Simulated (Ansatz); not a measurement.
The cluster Ge5Se, relaxed as a singlet with RKS r2SCAN-D4/def2-SVP in Ansatz, starting from the GFN2-xTB geometry. Force threshold 0.02 eV/Å.

The restricted singlet is unstable towards broken spin symmetry in Hartree–Fock (as tested in another run); at r2SCAN-D4/def2-SVP this wasn't settled. Another isomer (singlet) lies 1.04 eV lower at PBE0-D4/def2-TZVP; other spin states weren't run for this one.

Start:

```xyz
6

Ge   -0.2938   -1.9450   -0.9198
Ge    0.4129   -1.5865    1.4780
Ge    1.7297    0.0684    0.4504
Ge   -0.4220    1.8683   -1.0199
Ge    0.3103    1.6905    1.3922
Se   -1.7371   -0.0958   -1.3810
```

Q: Estimate the energy that the relaxation releases and the steps that it takes.

A: 23.7 kcal/mol, in 11 steps; 59 s on 4 threads of Arm Neoverse V2 on a shared host. No frequencies were taken in this run, so the end may be a saddle point.

Q: Does the start keep its bonding and symmetry?

A: Bonds formed: Ge1–Ge3, Ge3–Ge4 (atoms count from 1). Point group Cs at the start, C2v at the end, both within 0.05 Å.

Q: Predict the relaxed structure.

A: 
Cartesian coordinates in Å:
```
Ge -0.459 -1.757 -0.616
Ge 0.953 -2.289 1.192
Ge 0.764 0.052 0.987
Ge -0.571 1.687 -0.710
Ge 0.798 2.407 1.066
Se -1.485 -0.100 -1.919
```
Bond lengths: 6 × Ge–Ge 2.35 to 2.71 Å; 2 × Ge–Se 2.34 Å.
